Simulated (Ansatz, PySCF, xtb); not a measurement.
Energy difference 3 R1 → 4 P1, each structure at its B3LYP-D3(BJ)/def2-TZVP stationary point, reached from a drawn start (curvature not checked).
P1, C3H6 (SMILES C1CC1) (charge 0, multiplicity 1):
```csv
atom,x (Å),y (Å),z (Å)
C,0.8517,0.1562,0.0600
C,-0.2823,-0.7974,-0.1945
C,-0.5693,0.6412,0.1346
H,1.4036,0.0547,0.9846
H,1.4521,0.4690,-0.7836
H,-0.4491,-1.1296,-1.2102
H,-0.4976,-1.5439,0.5579
H,-0.9787,0.8678,1.1098
H,-0.9302,1.2821,-0.6584
```
R1, C4H8 (SMILES C1CCC1) (charge 0, multiplicity 1):
```xyz
12

C      0.30157     0.87782    -0.56812
C      1.04116    -0.27980     0.14819
C     -0.31502    -0.71392     0.75853
C     -1.02772     0.11589    -0.33860
H      0.34040     1.79883     0.01549
H      0.58668     1.10499    -1.59518
H      1.41356    -1.01766    -0.56403
H      1.84773    -0.02077     0.83384
H     -0.53120    -1.78085     0.81005
H     -0.46502    -0.28038     1.74844
H     -1.28894    -0.50078    -1.19991
H     -1.90319     0.69664    -0.04871
```

P less R. No zero-point or thermal terms.

The values were computed with Ansatz (a quantum-chemistry and plane-wave program) with Gaussian orbitals; PySCF for the D3/D4 terms; xtb for the GFN methods. Each number belongs to the level named beside it.

What reaction energy does PBE-D4/def2-TZVPP give?

32.5 kcal/mol

What reaction energy does SVWN5/def2-TZVPP give?

38.5 kcal/mol

Predict the reaction energy from GFN2-xTB.

47.1 kcal/mol
